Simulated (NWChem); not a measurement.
Molecule: InHSCl2; SMILES [Cl][In]([SH])[Cl]

```xyz
5

In     0.0211     0.0010     0.0000
Cl     1.4156    -1.8656     0.0000
Cl    -2.2825    -0.3880     0.0000
S      0.8793     2.2195     0.0000
H     -0.3654     2.7504     0.0000
```
Atoms are numbered in this order, from 1.

All runs: NWChem. The geometry was optimised at PBE0/def2-SVP. def2 effective core potentials on In; no spin-orbit coupling. Vertical excitations in the gas phase; the lowest state need not have the same character in each row.

```
level                           lowest excitation, singlet (eV)  oscillator strength of that lowest state  lowest state with f > 0.02, singlet (eV)  orbital gap (eV)
------------------------------  -------------------------------  ----------------------------------------  ----------------------------------------  ----------------
PBE/def2-SVP, full TDDFT                                   3.68                                     0.004                                      4.45              3.52
B3LYP/def2-SVP, full TDDFT                                    …                                     0.005                                         …                 …
BHandHLYP/def2-SVP, full TDDFT                             4.66                                     0.008                                      5.63              7.63
Hartree-Fock/def2-SVP, TDHF                                5.70                                     0.018                                      6.75             11.98
```

Q: What belongs in the gaps?

A: 
- B3LYP/def2-SVP, full TDDFT, lowest excitation, singlet (eV): 4.02
- B3LYP/def2-SVP, full TDDFT, lowest state with f > 0.02, singlet (eV): 4.90
- B3LYP/def2-SVP, full TDDFT, orbital gap (eV): 5.09
